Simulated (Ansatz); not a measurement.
The cluster K3Br3⁻. The state is a doublet with charge -1. Geometry PBE-D4/def2-SVPD.

```tsv
atom	x (Å)	y (Å)	z (Å)
K1	1.509	-1.035	-2.139
K2	0.016	-0.551	1.682
K3	-1.571	2.064	-1.097
Br4	2.769	-1.690	0.660
Br5	-1.222	2.325	2.012
Br6	-1.501	-1.113	-1.118
```

B3LYP takes the VWN-RPA correlation. At PBE-D4/def2-TZVPD, r2SCAN-D4/def2-TZVPD, B3LYP-D4/def2-TZVPD, PBE0-D4/def2-TZVPD the highest occupied level of the charge -1 doublet lies above zero (up to 0.41 eV). It is a level of α spin, whose loss leaves a singlet; that state wasn't run at this geometry and level. The electron is either unbound and held by the finite basis, or the level is raised by self-interaction error. The structure comes from a short search, and lower isomers may exist.

Question: Estimate the α-spin orbital energies around the gap (eV) in Ansatz with HF/def2-TZVPD, PBE-D4/def2-TZVPD, r2SCAN-D4/def2-TZVPD, B3LYP-D4/def2-TZVPD, PBE0-D4/def2-TZVPD.

Answer: 
| orbital | HF/def2-TZVPD | PBE-D4/def2-TZVPD | r2SCAN-D4/def2-TZVPD | B3LYP-D4/def2-TZVPD | PBE0-D4/def2-TZVPD |
| --- | --- | --- | --- | --- | --- |
| HOMO−5 | -6.95 | -2.83 | -3.13 | -3.76 | -4.05 |
| HOMO−4 | -6.93 | -2.81 | -3.11 | -3.74 | -4.03 |
| HOMO−3 | -6.85 | -2.74 | -3.04 | -3.67 | -3.96 |
| HOMO−2 | -6.73 | -2.63 | -2.93 | -3.56 | -3.84 |
| HOMO−1 | -6.70 | -2.60 | -2.91 | -3.54 | -3.82 |
| HOMO | -0.77 | 0.37 | 0.41 | 0.14 | 0.05 |
| LUMO | 2.20 | 0.88 | 0.98 | 1.13 | 1.22 |
| LUMO+1 | 2.48 | 1.47 | 1.56 | 1.74 | 1.81 |
| LUMO+2 | 2.71 | 1.51 | 1.82 | 1.80 | 1.85 |
| LUMO+3 | 2.93 | 1.74 | 1.88 | 2.02 | 2.04 |
| LUMO+4 | 3.03 | 1.95 | 2.13 | 2.22 | 2.26 |
| LUMO+5 | 3.11 | 1.96 | 2.22 | 2.23 | 2.30 |
| β HOMO | -6.70 | -2.60 | -2.91 | -3.53 | -3.81 |
| β LUMO | 2.50 | 0.97 | 0.84 | 1.16 | 1.48 |
